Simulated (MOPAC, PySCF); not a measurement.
Noncovalent pair: CH3F (SMILES CF) (first 5 atoms) with H2Se (SMILES [SeH2]); geometry from B3LYP-D3(BJ)/def2-TZVP.
(charge 0, multiplicity 1):
| atom | x (Å) | y (Å) | z (Å) |
|---|---|---|---|
| C | -0.2437 | -0.0948 | -0.4001 |
| F | 0.2533 | -1.2218 | 0.2529 |
| H | 0.4933 | 0.2345 | -1.1332 |
| H | -1.1765 | -0.3645 | -0.8961 |
| H | -0.4196 | 0.6841 | 0.3418 |
| Se | -0.2646 | -0.3909 | 3.3788 |
| H | 0.2995 | 0.2842 | 4.5582 |
| H | 1.0712 | -0.6645 | 2.8352 |

Monomers are frozen at their geometry in the pair; levels with a basis set take the counterpoise correction. Rows marked so take none.

Rows in 3-21G, 6-31G* carry no dispersion term and start afresh at each structure (6-31G* with six Cartesian d functions); the Pople sets are all-electron and without relativity. The state that AM1, PM3 reach isn't checked.

Run with MOPAC for AM1, PM3 (differences of heats of formation); PySCF for 3-21G rows, 6-31G* rows. 

Q: One of these levels gives -1.34 kcal/mol for the interaction energy. Name it.
(A) AM1
(B) B3LYP/3-21G (no counterpoise)
(C) HF/6-31G* (no counterpoise)
(D) PM3

A: C, HF/6-31G* (no counterpoise). The others give -0.15 (AM1), -1.95 (PM3), -3.51 (B3LYP/3-21G (no counterpoise))
